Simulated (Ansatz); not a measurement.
C2H4ClNOSi (`O[SiH](Cl)C1=CN1`). Charge 0, multiplicity 1. The structure was optimised at the PBE0-D4/def2-TZVP level. It is one conformer, not always the lowest.

```xyz
10

O     0.914   -2.066   -0.325
Si   -0.089   -1.170    0.591
Cl    0.555   -1.012    2.532
C    -0.201    0.538   -0.034
C    -0.095    1.813   -0.064
N    -0.264    1.285   -1.404
H     1.736   -1.670   -0.618
H    -1.386   -1.867    0.586
H     0.080    2.769    0.401
H    -1.249    1.380   -1.665
```

**Question.** What is the dipole moment at B3LYP/def2-TZVPP? (An estimate is asked.)

**Answer.** Computed: 1.72 D, with components (-0.38, 1.68, 0.02) D in this frame, pointing from negative to positive charge.

**Question.** And with PBE, r2SCAN, ωB97M-V? (An estimate is asked.)

**Answer.** Ansatz gave: PBE 1.67 D, r2SCAN 1.75 D, ωB97M-V 1.71 D.

**Question.** Give the Mulliken charges with B3LYP, PBE, r2SCAN in def2-TZVPP. (An estimate is asked.)

**Answer.** Computed: 
| atom | B3LYP | PBE | r2SCAN |
| --- | --- | --- | --- |
| O1 | -0.37 | -0.33 | -0.40 |
| Si2 | 0.66 | 0.56 | 0.72 |
| Cl3 | -0.25 | -0.22 | -0.25 |
| C4 | -0.12 | -0.11 | -0.14 |
| C5 | -0.05 | -0.06 | -0.05 |
| N6 | -0.36 | -0.33 | -0.36 |
| H7 | 0.20 | 0.20 | 0.21 |
| H8 | -0.07 | -0.07 | -0.08 |
| H9 | 0.21 | 0.19 | 0.18 |
| H10 | 0.15 | 0.16 | 0.16 |

B3LYP here is the variant with VWN-RPA as its local correlation; programs differ in this.
